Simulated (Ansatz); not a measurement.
A run of Ansatz (development build ahead of 0.2.0) on singlet Be6 at this shape:

| atom | x (Å) | y (Å) | z (Å) |
| --- | --- | --- | --- |
| Be | 1.8900 | 0.0000 | 0.0000 |
| Be | 0.9450 | 1.6368 | 0.0000 |
| Be | -0.9450 | 1.6368 | 0.0000 |
| Be | -1.8900 | 0.0000 | 0.0000 |
| Be | -0.9450 | -1.6368 | 0.0000 |
| Be | 0.9450 | -1.6368 | 0.0000 |

Its results:

| Property | Result |
| --- | --- |
| Converged | yes |
| Reference energy | -87.48075 hartree |
| Correlation energy | -0.13178 hartree |
| Total energy | -87.61253 hartree |

Forces (eV/Å):
```
atom      Fx      Fy     Fz
 Be1   2.614   0.000  0.000
 Be2   1.307   2.264  0.000
 Be3  -1.307   2.264  0.000
 Be4  -2.614   0.000  0.000
 Be5  -1.307  -2.264  0.000
 Be6   1.307  -2.264  0.000
```

Q: Which input gives this output? Name the method, the orbitals and the basis set, and write the input.

A: RHF-MP2 in 6-31G. An unrestricted run that stays on the closed shell gives the same numbers.

```yaml
crystal:
  periodic: [false, false, false]
  atoms:
    - { symbol: Be, position_ang: [1.89, 0.0, 0.0] }
    - { symbol: Be, position_ang: [0.945, 1.63679, 0.0] }
    - { symbol: Be, position_ang: [-0.945, 1.63679, 0.0] }
    - { symbol: Be, position_ang: [-1.89, 0.0, 0.0] }
    - { symbol: Be, position_ang: [-0.945, -1.63679, 0.0] }
    - { symbol: Be, position_ang: [0.945, -1.63679, 0.0] }
basis:
  gaussian: { orbitals: "6-31G" }
hamiltonian:
  xc: hf
correlation:
  method: mp2
  frozen_orbitals: { Be: 0 }
output:
  forces: true
```

Caution: no unrestricted run beside it, a lower state can exist.
